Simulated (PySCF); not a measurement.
Molecule: `InChI=1S/C7H16O/c1-6(2)8-7(3,4)5/h6H,1-5H3`.

Mapped SMILES: `[CH3:1][CH:2]([CH3:3])[O:4][C:5]([CH3:6])([CH3:7])[CH3:8]`; H(Xn) means a hydrogen on atom n.

Geometry PBE0-D3(BJ)/def2-SVP throughout; GIAO in PySCF 2.14, gas phase, one conformer, non-relativistic; equivalent atoms averaged; functional PBE0.

(1) How do the shifts δ (against TMS, H2O at the same level) depend on the basis set? (ppm; last column core-seconds on shared hosts with different chips, so compare them loosely)

(2) Which nucleus moves most, in ppm?

(3) Taking the largest basis, aug-cc-pVDZ (328 functions), as the yardstick, rank the others by their worst heavy-atom deviation.

## Answers

(1) 
```
    basis set  functions    C5    C2  C6/C7/C8  C1/C3     O4  H(C2)  H(C1)/H(C3)  H(C6)/H(C7)/H(C8)  core-s
       STO-3G         56  60.5  55.1      23.7   21.6  -11.2   1.40         0.86               0.83     7.5
     pcSseg-0        104  72.6  65.1      32.3   29.3   75.8   3.37         1.29               1.29      19
        6-31G        104  69.3  61.1      29.0   26.3   67.8   3.84         1.32               1.35      15
       6-31G*        144  67.6  60.5      27.8   25.0   65.2   3.87         1.09               1.17      22
      cc-pVDZ        192  71.2  63.3      29.0   26.1   90.3   3.60         0.97               1.06      48
     def2-SVP        192  67.8  60.4      28.3   24.9   81.6   3.54         0.95               1.03      43
     pcSseg-1        216  71.3  63.6      28.8   26.1  102.3   3.40         1.05               1.10      49
6-311+G(2d,p)        312  71.6  63.2      27.7   24.9   97.9   3.67         0.94               1.04      77
  aug-cc-pVDZ        328  71.2  63.4      27.5   24.4   94.0   3.76         1.02               1.12     110
```

(2) O4 (ether oxygen): from -11.2 ppm with STO-3G to 102.3 ppm with pcSseg-1. The smallest spread is 0.47 ppm, at H(C1)/H(C3). Proton shifts span only some 12 ppm, so a few tenths of a ppm matter as much there as several ppm in carbon.

(3) cc-pVDZ 3.7 ppm (192 functions), 6-311+G(2d,p) 3.9 ppm (312 functions), pcSseg-1 8.3 ppm (216 functions), def2-SVP 12.4 ppm (192 functions), pcSseg-0 18.2 ppm (104 functions), 6-31G 26.2 ppm (104 functions), 6-31G* 28.8 ppm (144 functions), STO-3G 105.2 ppm (56 functions).

A small basis that lands close on one nucleus may do so by chance; judge by the trend and by all nuclei.
